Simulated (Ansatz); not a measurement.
F2GeI2 (`[F][Ge]([F])([I])[I]`), relaxed with RKS PBE-D4/def2-SVP in Ansatz from a rough embedded geometry. The force threshold is 0.03 eV/Å; the program also tests the step.

Charge 0, multiplicity 1. I takes the def2 core potential.

Start:

```xyz
5

F    -1.404   -1.255   -0.118
Ge   -0.056   -0.127    0.093
F     0.675   -0.448    1.636
I     1.658   -0.447   -1.648
I    -0.873    2.278    0.036
```

Problem. By how much does the energy fall, and how many steps does the optimiser take? (Best estimate.)

Solution. Computed: 1.32 kcal/mol, in 3 steps.

Problem. Which bonds change most? (An estimate is asked.)

Solution. Ansatz gave: Ge2–I5 from 2.540 to 2.499 Å; Ge2–I4 from 2.465 to 2.497 Å; F1–Ge2 from 1.770 to 1.743 Å; Ge2–F3 from 1.737 to 1.743 Å.

Problem. Give the relaxed structure. (Estimate.)

Solution. Ansatz gave: 
```xyz
5

F    -1.353   -1.199   -0.114
Ge   -0.033   -0.076    0.069
F     0.636   -0.447    1.635
I     1.685   -0.532   -1.686
I    -0.935    2.253    0.095
```
